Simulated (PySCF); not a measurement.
SMILES C[O][AlH][SiH3] (B3LYP/def2-SVP optimised geometry):

```
11

Al    -0.095    -0.701     0.000
H     -1.037    -1.982    -0.001
O     -0.825     0.838     0.000
C     -2.088     1.438    -0.004
H     -2.213     2.073    -0.900
H     -2.914     0.700     0.005
H     -2.209     2.090     0.880
Si     2.358    -0.701     0.000
H      2.914    -2.090     0.020
H      2.903     0.019     1.194
H      2.901    -0.018    -1.217
```

Calculation: B3LYP/def2-TZVP in PySCF.

What are the frontier orbital energies and the dipole moment?

HOMO-2 -8.12 eV, HOMO-1 -7.99 eV, HOMO -7.32 eV, LUMO -1.64 eV, LUMO+1 -0.09 eV; dipole moment 1.12 D.

On the same geometry PBE/def2-TZVP (PySCF 2.14.0) gives HOMO-2 -6.92 eV, HOMO-1 -6.75 eV, HOMO -6.32 eV, LUMO -2.21 eV, LUMO+1 -0.74 eV; dipole moment 1.07 D.

Meta-Löwdin charges at B3LYP/def2-TZVP: Al1 0.68, H2 -0.16, O3 -0.62, C4 -0.09, H5 0.11, H6 0.09, H7 0.11, Si8 0.12, H9 -0.08, H10 -0.08, H11 -0.08.
